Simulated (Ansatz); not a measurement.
ClGaH$_{3}$OSi (`[SiH3][O][Ga][Cl]`) radical, relaxed with UKS PBE0-D4/def2-TZVP in Ansatz from a GFN2-xTB geometry. The force threshold is 0.005 eV/Å; the program also tests the step.

Charge 0, multiplicity 2.

Start:

```xyz
7

Si    0.570    0.859   -0.648
O    -0.081   -0.410    0.142
Ga   -0.480   -2.015    0.848
Cl   -2.183   -2.024    2.206
H     0.706    0.506   -2.065
H     1.873    1.153   -0.045
H    -0.405    1.931   -0.438
```

```json
{"step": "1", "energy (eV)": "-74861.5961", "largest force (eV/Å)": "0.971", "largest move (Å)": "0.000"}
{"step": "2", "energy (eV)": "-74861.6603", "largest force (eV/Å)": "0.303", "largest move (Å)": "0.077"}
{"step": "3", "energy (eV)": "-74861.6659", "largest force (eV/Å)": "0.063", "largest move (Å)": "0.029"}
{"step": "4", "energy (eV)": "-74861.6721", "largest force (eV/Å)": "0.190", "largest move (Å)": "0.071"}
{"step": "5", "energy (eV)": "-74861.6886", "largest force (eV/Å)": "0.293", "largest move (Å)": "0.198"}
{"step": "6 (rejected)", "energy (eV)": "-74861.6815", "largest force (eV/Å)": "0.311", "largest move (Å)": "0.192"}
{"step": "7", "energy (eV)": "-74861.6942", "largest force (eV/Å)": "0.081", "largest move (Å)": "0.066"}
{"step": "8", "energy (eV)": "-74861.6970", "largest force (eV/Å)": "0.054", "largest move (Å)": "0.100"}
{"step": "9", "energy (eV)": "-74861.6976", "largest force (eV/Å)": "0.010", "largest move (Å)": "0.055"}
{"step": "10 (rejected)", "energy (eV)": "-74861.6976", "largest force (eV/Å)": "0.073", "largest move (Å)": "0.057"}
{"step": "11", "energy (eV)": "-74861.6978", "largest force (eV/Å)": "0.011", "largest move (Å)": "0.028"}
{"step": "13", "energy (eV)": "-74861.6978", "largest force (eV/Å)": "0.026", "largest move (Å)": "0.026"}
{"step": "15", "energy (eV)": "-74861.6982", "largest force (eV/Å)": "0.046", "largest move (Å)": "0.005"}
{"step": "17 (rejected)", "energy (eV)": "-74861.6963", "largest force (eV/Å)": "0.264", "largest move (Å)": "0.165"}
{"step": "19", "energy (eV)": "-74861.6990", "largest force (eV/Å)": "0.104", "largest move (Å)": "0.083"}
{"step": "21", "energy (eV)": "-74861.6994", "largest force (eV/Å)": "0.003", "largest move (Å)": "0.029"}
{"step": "23", "energy (eV)": "-74861.6995", "largest force (eV/Å)": "0.036", "largest move (Å)": "0.058"}
{"step": "25", "energy (eV)": "-74861.6997", "largest force (eV/Å)": "0.021", "largest move (Å)": "0.024"}
{"step": "27", "energy (eV)": "-74861.6997", "largest force (eV/Å)": "0.005", "largest move (Å)": "0.010"}
{"step": "29", "energy (eV)": "-74861.6997", "largest force (eV/Å)": "0.011", "largest move (Å)": "0.005"}
{"step": "31", "energy (eV)": "-74861.6997", "largest force (eV/Å)": "0.008", "largest move (Å)": "0.006"}
{"step": "32", "energy (eV)": "-74861.6997", "largest force (eV/Å)": "0.005", "largest move (Å)": "0.003"}
```

End:

```xyz
7

Si    0.565    0.854   -0.576
O    -0.223   -0.166    0.436
Ga   -0.926   -1.804    0.471
Cl   -1.845   -2.410    2.330
H     0.782    0.228   -1.910
H     1.886    1.207    0.006
H    -0.239    2.091   -0.757
```

It took 97 s on 4 threads of an Intel Xeon Platinum 8375C on a shared host, with 0.66 GiB of host memory at the peak.
